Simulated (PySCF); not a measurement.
2-(trifluoroacetyl)thiophene, C6H3F3OS.
Atom-mapped SMILES: `[O:1]=[C:2]([c:3]1[cH:4][cH:5][cH:6][s:7]1)[C:8]([F:9])([F:10])[F:11]` (hydrogens: H12 on C4; H13 on C5; H14 on C6)

The same species was optimised twice, with GFN2-xTB and with PBE0-D3(BJ)/def2-SVP (PySCF), and the same property calculations (PySCF, gas phase) were run on both structures.

```tsv
coordinate	GFN2-xTB	PBE0-D3(BJ)/def2-SVP	change
C2–C3 (Å)	1.434	1.457	+0.023
C4–C5 (Å)	1.397	1.412	+0.015
C3–S7 (Å)	1.741	1.729	-0.012
C8–F9 (Å)	1.328	1.317	-0.011
C2–C8 (Å)	1.558	1.548	-0.010
C8–F11 (Å)	1.345	1.336	-0.009
C8–F10 (Å)	1.345	1.336	-0.009
C5–C6 (Å)	1.369	1.377	+0.008
C6–S7 (Å)	1.702	1.705	+0.003
C3–C4 (Å)	1.382	1.384	+0.002
O1=C2 (Å)	1.207	1.206	-0.001
C3–C2–C8 (°)	114.2	116.4	+2.2
O1–C2–C3 (°)	126.3	124.3	-2.0
F9–C8–F10 (°)	107.3	108.6	+1.3
C2–C8–F10 (°)	111.8	110.5	-1.3
F9–C8–F11 (°)	107.4	108.6	+1.2
C2–C8–F9 (°)	112.0	110.8	-1.2
F10–C8–F11 (°)	106.5	107.6	+1.1
C2–C8–F11 (°)	111.6	110.6	-1.0
O1–C2–C3–C4 (°)	180	179	-1
O1–C2–C8–F9 (°)	-1	0	+1
```

Rotational constants: A = 2034, B = 666.4, C = 550.1 MHz (GFN2-xTB) against A = 2054, B = 658.4, C = 546.2 MHz (PBE0-D3(BJ)/def2-SVP). Point groups within 0.08 Å: Cs and Cs.

On the GFN2-xTB structure: HOMO (eV) -7.84 [PBE0/pcSseg-1]; LUMO (eV) -2.66 [PBE0/pcSseg-1]; dipole (D) 4.50 [PBE0/pcSseg-1]; GIAO shielding of O1 (ppm) -256.6 [PBE0/pcSseg-1]; GIAO shielding of C2 (ppm) 9.2 [PBE0/pcSseg-1]; GIAO shielding of C3 (ppm) 39.8 [PBE0/pcSseg-1]; GIAO shielding of C4 (ppm) 43.0 [PBE0/pcSseg-1]; GIAO shielding of C5 (ppm) 53.3 [PBE0/pcSseg-1]; GIAO shielding of C6 (ppm) 37.8 [PBE0/pcSseg-1]; GIAO shielding of S7 (ppm) 248.9 [PBE0/pcSseg-1]; GIAO shielding of C8 (ppm) 60.3 [PBE0/pcSseg-1].

Q: What do these properties become on the PBE0-D3(BJ)/def2-SVP structure?

A: 
```tsv
property	level	on GFN2-xTB	on PBE0-D3(BJ)/def2-SVP	change
HOMO (eV)	PBE0/pcSseg-1	-7.84	-7.78	+0.06
LUMO (eV)	PBE0/pcSseg-1	-2.66	-2.56	+0.10
dipole (D)	PBE0/pcSseg-1	4.50	4.21	-0.29
energy, GFN2-xTB geometry as zero (kcal/mol)	PBE0/pcSseg-1	0.0	-0.7	-0.7
GIAO shielding of O1 (ppm)	PBE0/pcSseg-1	-256.6	-266.3	-9.7
GIAO shielding of C2 (ppm)	PBE0/pcSseg-1	9.2	6.8	-2.4
GIAO shielding of C3 (ppm)	PBE0/pcSseg-1	39.8	38.9	-0.9
GIAO shielding of C4 (ppm)	PBE0/pcSseg-1	43.0	42.9	-0.1
GIAO shielding of C5 (ppm)	PBE0/pcSseg-1	53.3	51.1	-2.2
GIAO shielding of C6 (ppm)	PBE0/pcSseg-1	37.8	37.9	+0.1
GIAO shielding of S7 (ppm)	PBE0/pcSseg-1	248.9	251.9	+3.0
GIAO shielding of C8 (ppm)	PBE0/pcSseg-1	60.3	63.1	+2.8
```

The heavy atoms differ by 0.037 Å rms after alignment. Among bonds between heavy atoms C2–C3 changes most (+0.023 Å). Changes are differences of the printed values. Neither structure is proved a minimum here.

Shape of the structure used: `[O:1]=[C:2]([c:3]1[cH:4][cH:5][cH:6][s:7]1)[C:8]([F:9])([F:10])[F:11]`: O1–C2–C3–C4 179°, O1–C2–C8–F9 0°.
